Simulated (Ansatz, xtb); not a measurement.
# A geometry optimisation of C2H4BF+ with r2SCAN-D4/def2-SVP

The starting geometry of this gas-phase doublet was built from a drawn formula by distance geometry and a force field; its bonds are those of `[CH2]B([CH2+])F`.

```json
{"atom": "C", "x (Å)": "-2.1818", "y (Å)": "-0.1499", "z (Å)": "2.3656"}
{"atom": "C", "x (Å)": "-0.2978", "y (Å)": "0.0149", "z (Å)": "0.4486"}
{"atom": "B", "x (Å)": "-0.7138", "y (Å)": "0.0331", "z (Å)": "1.9961"}
{"atom": "F", "x (Å)": "0.3490", "y (Å)": "-0.0073", "z (Å)": "2.9560"}
{"atom": "H", "x (Å)": "-2.4474", "y (Å)": "0.5070", "z (Å)": "3.2767"}
{"atom": "H", "x (Å)": "-2.3935", "y (Å)": "-1.2024", "z (Å)": "2.6884"}
{"atom": "H", "x (Å)": "0.7499", "y (Å)": "-0.0222", "z (Å)": "0.1779"}
{"atom": "H", "x (Å)": "-1.0588", "y (Å)": "-0.0881", "z (Å)": "-0.2975"}
```

Question: Predict what it relaxes into with r2SCAN-D4/def2-SVP.

Answer: It keeps its bonds, and is `[CH2]B([CH2+])F`. Distances that change by over a tenth: B3–F4 (1.43 → 1.29 Å).

The energy falls by 2.07 eV over 14 steps:

| step | E − E(last) (eV) |
| --- | --- |
| 1 | 2.067 |
| 2 | 1.060 |
| 4 | 0.557 |
| 5 | 0.465 |
| 7 | 0.340 |
| 8 | 0.290 |
| 10 | 0.103 |
| 11 | 0.039 |
| 13 | 0.000 |
| 14 | 0.000 |

Final geometry (Å):

| atom | x (Å) | y (Å) | z (Å) |
| --- | --- | --- | --- |
| C | -1.8196 | -0.0983 | 2.3864 |
| C | -0.4812 | -0.0353 | 0.7702 |
| B | -0.3013 | -0.3343 | 2.2714 |
| F | 0.6671 | -0.6394 | 3.0608 |
| H | -2.2480 | 0.9079 | 2.5106 |
| H | -2.5538 | -0.8945 | 2.1906 |
| H | -0.4751 | 0.9905 | 0.3713 |
| H | -0.7822 | -0.8116 | 0.0504 |

From the same start GFN2-xTB ends elsewhere, differing in C1–C2 (1.48 against 2.10 Å here).

The end wasn't checked by frequencies. Open shells are spin-unrestricted. Run with Ansatz 0.2.0, 3.2 min on 1 thread of AMD EPYC (Zen 3) (shared host).
